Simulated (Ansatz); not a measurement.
Molecule: CH4Al (charge +1, singlet). It need not be the lowest isomer of its formula. 
Coordinates optimised at B3LYP-D3(BJ)/def2-TZVP (Ansatz, a first-principles code):
```xyz
6

Al    -0.3948    -0.5491    -0.2673
C      0.6401     0.8904     0.4334
H      0.4530     0.9983     1.5051
H      0.3717     1.8232    -0.0694
H      1.7046     0.6964     0.2768
H     -1.2381    -1.7221    -0.8383
```
Charge +1, spin multiplicity 1.

Property: vertical electron affinity (to the doublet state of charge +0; a negative value means that the extra electron is unbound and the number depends on the basis; each state is the SCF solution reached for its spin; the molecule has degenerate orbitals, so one determinant may break the symmetry), in eV. Valence correlation only, unless marked. Open shells are spin-unrestricted. No spin-orbit coupling. Non-relativistic. CBS marks a two-point X^-3 extrapolation of the correlation energy; Hartree-Fock from the larger set. [CCSD(T)-MP2]/basis is that difference in the basis named.

| level | program | vertical electron affinity (eV) | minus last row |
|---|---|---|---|
| HF/def2-TZVPPD | Ansatz | 4.84 | -0.54 |
| SVWN5/def2-TZVPD | Ansatz | 5.56 | 0.18 |
| PBE/def2-TZVPD | Ansatz | 5.54 | 0.16 |
| r2SCAN/def2-TZVPD | Ansatz | 5.60 | 0.22 |
| PBE0/def2-TZVPD | Ansatz | 5.51 | 0.13 |
| BHLYP/def2-TZVPD | Ansatz | 5.29 | -0.09 |
| wB97X-V/def2-TZVPD | Ansatz | 5.27 | -0.11 |
| RI-MP2/aug-cc-pV(Q+d)Z | Ansatz | 5.24 | -0.14 |
| RI-MP2/def2-TZVPPD | Ansatz | 5.20 | -0.18 |
| SCS-MP2/def2-SVPD | Ansatz | 5.07 | -0.31 |
| SCS-MP2/aug-cc-pV(T+d)Z | Ansatz | 5.14 | -0.24 |
| CCSD/def2-SVPD | Ansatz | 5.24 | -0.14 |
| CCSD(T)/def2-TZVPPD | Ansatz | 5.33 | -0.05 |
| RI-MP2/CBS(aug-cc-pV(T+d)Z,aug-cc-pV(Q+d)Z)+[CCSD(T)-MP2]/aug-cc-pV(D+d)Z | Ansatz | 5.37 | -0.01 |
| RI-MP2/CBS(aug-cc-pV(T+d)Z,aug-cc-pV(Q+d)Z)+[CCSD(T)-MP2]/aug-cc-pV(T+d)Z | Ansatz | 5.38 | 0.00 |
